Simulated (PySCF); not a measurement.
Excitations are Tamm–Dancoff values on a coarser integration grid. The basis has no diffuse functions, so Rydberg states are missing or too high.

Cartesian coordinates (Å):
```xyz
4

F      1.6087    -0.9295    -0.0070
In    -0.0073     0.1590     0.0000
F     -1.5171    -1.0725     0.0070
H     -0.0843     1.8431     0.0000
```
Charge 0, multiplicity 1.

Give the HOMO, T1 excitation (TDA) and S1 oscillator strength at the level PBE-D3(BJ)/def2-TZVP // B3LYP-D3(BJ)/def2-TZVP run with PySCF.


```
Quantity                   Value
----------------------  --------
HOMO                    -8.23 eV
T1 excitation (TDA)      5.00 eV
S1 oscillator strength     0.013
```
